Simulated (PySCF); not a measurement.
## Computed properties of Ta(NH)(OH)2(Me) (CH6NO2Ta), SMILES [CH3][Ta](=[NH])([OH])[OH], multiplicity 1

CH₆NO₂Ta, SMILES [CH3][Ta]([OH])([OH])=[NH], multiplicity 1. Geometry: B3LYP-D3(BJ)/def2-SVP. The spin state was assumed, not searched. The def2 effective core potentials stand for the cores of Ta; spin–orbit coupling is left out. One conformer was computed; it need not be the lowest. All values are computed for the isolated molecule unless a solvent is named; none is compared with measurement here.

**Structure.** The optimised structure has Cs symmetry. All 27 harmonic modes at B3LYP-D3(BJ)/def2-SVP (PySCF) are real, so it is a minimum. With heavy atoms numbered as in [Ta:1](=[NH:2])([OH:4])([OH:6])[CH3:8], the shortest bond between them is Ta1–N2 at 1.780 Å and the longest Ta1–C8 at 2.175 Å.

**Vibrations.** The strongest infrared lines (harmonic, unscaled, degenerate partners summed) lie at 3900 cm⁻¹ (323 km/mol, H 94 %), 453 cm⁻¹ (264 km/mol, H 81 %, O 18 %), 388 cm⁻¹ (241 km/mol, H 83 %, O 14 %). The softest mode is at 157 cm⁻¹ and the zero-point energy is 47.0 kcal/mol.

**Electronic structure.** HF/def2-TZVP (PySCF) places the frontier levels at -10.47 and 2.26 eV, a gap of 12.73 eV, and gives a dipole moment of 1.24 D and a mean polarisability of 60.4 bohr³. PBE/def2-TZVP (PySCF) at the same geometry gives -6.14 and -1.24 eV, so its gap is 7.83 eV narrower. An orbital gap is neither the optical nor the fundamental gap.

**Excitations.** TDDFT-ωB97X/def2-SVPD (PySCF) has S1 at 5.56 eV (223 nm, f = 0.002, dark); the most intense of the 5 singlets computed lies at 6.27 eV (f = 0.02). T1 (TDA) is at 5.08 eV. TDDFT-PBE/def2-SVPD (PySCF) puts S1 at 4.93 eV. No vertical singlet excitation falls in the visible range (under 3.1 eV).
